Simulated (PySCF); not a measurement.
Compound: (LiH)2 ring, Li₂H₂.
Hydrogens: H2, H4 on Li1; H2, H4 on Li3.

Computed, not measured: PBE0-D3(BJ)/def2-SVP geometry optimisation, gas phase (PySCF 2.14.0).

(1) How far are the bound atoms from Li1?

(2) What is the shape at Li1?

(3) Give some angles away from the centre.

(4) What are the rotational constants (commonest isotopes, rigid rotor)?

## Answers

(1) 2 atoms: H4 1.746 Å, H2 1.746 Å. The nearest atom not counted as bound is Li3, at 2.27 Å.

(2) Bent: angle 98.9°.

(3) Li1–H2–Li3 81.1°.

(4) A = 142476, B = 27941, C = 23360 MHz: a near-prolate asymmetric top.

Point group: D2h (every atom within 0.08 Å of its image). Charge 0, singlet. PBE0-D3(BJ)/def2-SVP frequencies: not computed here.

---

NiMe2, C₂H₆Ni (triplet state).
Bonds: Ni1–C2, Ni1–C6. Hydrogens: H3, H4, H5 on C2; H7, H8, H9 on C6.

Method used: PBE0-D3(BJ)/def2-SVP geometry optimisation, gas phase (PySCF).

How far are the bound atoms from Ni1?

2 atoms: C6 1.951 Å, C2 1.956 Å. The nearest atom not counted as bound is H8, at 2.55 Å (others tie with it).

What is the shape at Ni1?

Bent: angle 139.3°.

What are the other bond lengths?

C2–H3 and 5 like bonds 1.103 Å.

What are the rotational constants (commonest isotopes, rigid rotor)?

A = 31584, B = 4455, C = 4109 MHz: a near-prolate asymmetric top.

Point group: near Cs, missed by 0.20 Å at most; the miss may be what the optimiser left on a soft mode. Charge 0, triplet. ⟨S²⟩ = 2.006 (exact for a triplet: 2.00). PBE0-D3(BJ)/def2-SVP frequencies: not computed here.
